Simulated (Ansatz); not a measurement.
Z-matrix (Å, degrees):
```
C
N 1 1.2606
H 2 1.0207 1 110.96
H 1 1.0916 2 118.84 3 179.96
H 1 1.0960 4 116.28 2 -179.99
```
Charge +1, spin multiplicity 2.

Computed with frozen-core CCSD(T)/cc-pVTZ // PBE0-D3(BJ)/def2-TZVP (Ansatz, an electronic-structure program). The geometry is that of the parent before the electron was removed.

```json
{
 "HF energy": "-93.72711 Ha",
 "MP2 correlation energy": "-0.30936 Ha"
}
```

Problem. Estimate the CCSD correlation energy, the (T) correction, the total energy and the T1 diagnostic.

Solution. 
| Property | Result |
|---|---|
| CCSD correlation energy | -0.34197 Ha |
| (T) correction | -0.01433 Ha |
| CCSD(T) total energy | -94.08341 Ha |
| T1 diagnostic | 0.042 |
